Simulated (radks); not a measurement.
Values are calculated unless marked as measured or tabulated.
Ionisation of the boron ion B2+, [He] 2s1, to B3+, [He], under several functionals. Non-relativistic Kohn-Sham, spin-polarised, spherical densities, point nucleus; open shells are filled with parallel spins first; a radial shooting solver on a logarithmic mesh with Libxc functionals.

functional         E(B2+) (hartree)  Exc (hartree)  IE (eV)  -e(HOMO) (eV)  <r> HOMO (bohr)  IE error (eV)
BP86                      -23.42293       -3.27193   38.100         32.662            1.623         +0.170
SOGGA                     -23.24437       -3.08069   37.928         32.385            1.629         -0.002
XLYP                      -23.45421       -3.30412   38.534         32.558            1.617         +0.603
exchange-only PBE         -23.33386       -3.17768   38.047         32.261            1.628         +0.117
BLYP                      -23.43248       -3.28112   38.437         32.513            1.617         +0.506
PBEsol                    -23.26580       -3.10283   37.984         32.459            1.627         +0.053

NIST Atomic Spectra Database: 37.931 eV (measured). Closest: SOGGA. The Delta-SCF values span 0.61 eV, the total energies 0.21 hartree. The highest occupied level is 2s.
